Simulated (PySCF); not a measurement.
Dipole moment and polarisability of Ge(SMe)H3

Compound: Ge(SMe)H3, CH6GeS.
Cartesian coordinates in Å at the PBE0-D3(BJ)/def2-SVP level; atoms count from 1:
```xyz
9
CH6GeS angstrom
Ge    -0.3799    0.8440   -1.2254
S     -0.4649    0.7832    0.9933
C      0.3606   -0.8122    1.2833
H     -0.1987   -1.6462    0.8350
H      0.3908   -0.9575    2.3720
H      1.3926   -0.8118    0.9033
H      1.0854    0.8330   -1.7042
H     -1.0766    2.1469   -1.6418
H     -1.1094   -0.3792   -1.8154
```

Level: CAM-B3LYP/def2-SVPD (PySCF), static field, nuclei fixed, core orbitals frozen in the response. The polarisability tensor in these axes (au):

```
x   59.51 -3.81  2.06
y   -3.81 65.44 -5.93
z    2.06 -5.93 77.29
```

Question: Give the principal values, the mean and the anisotropy Δα = √{½[(α1 − α2)² + (α2 − α3)² + (α1 − α3)²]}.

Answer: Principal values 57.61, 64.33 and 80.30 au; mean 67.41 au = 9.99 Å³ = 11.11 × 10⁻⁴⁰ C²·m²/J; Δα = 20.19 au (30 % of the mean).

Question: What is the dipole moment, and where does it point?

Answer: (0.66, -1.18, -0.68) D, 1.51 D in size, pointing from the negative to the positive side. Measured along this direction, the outermost atoms are H8 at the negative end and H6 and H4 at the positive end.

Question: What are the principal values of the traceless quadrupole moment, Θ = ½Σq(3rr − r²1), about the centre of nuclear charge?

Answer: -3.60, -2.53, 6.13 D·Å. The values depend on the origin, since the dipole doesn't vanish. The electronic extent ⟨r²⟩ about the same centre is 525 bohr², a root-mean-square distance of 1.57 Å for the 60 electrons.

Question: Estimate the molar refractivity from the static electronic polarisability.

Answer: Lorentz–Lorenz: R = (4π/3)N_A α = 2.5225 cm³/(mol·Å³) × 9.99 Å³ = 25.2 cm³/mol, in the limit of long wavelengths.

Question: What would n − 1 = 2πNα be for an ideal gas of these molecules at 500 K and 1 atm, electronic part alone?

Answer: N = p/kT = 1.4678 × 10¹⁹ cm⁻³, so n − 1 = 2π × N × 9.99 × 10⁻²⁴ cm³ = 921 × 10⁻⁶ at long wavelengths, for an ideal gas.

Question: Find the Langevin capture rate constant for O2+ (31.990 u) meeting this molecule (123.940 u), k = 2.342 × 10⁻⁹ cm³/s × √(α in Å³ / reduced mass in u).

Answer: The reduced mass is 25.43 u, so k = 1.47 × 10⁻⁹ cm³/s. The formula leaves out the permanent dipole, which adds to the capture rate.

Geometry: PBE0-D3(BJ)/def2-SVP; no solvent, vibrations or thermal averaging. The calculation is non-relativistic, for germanium too.
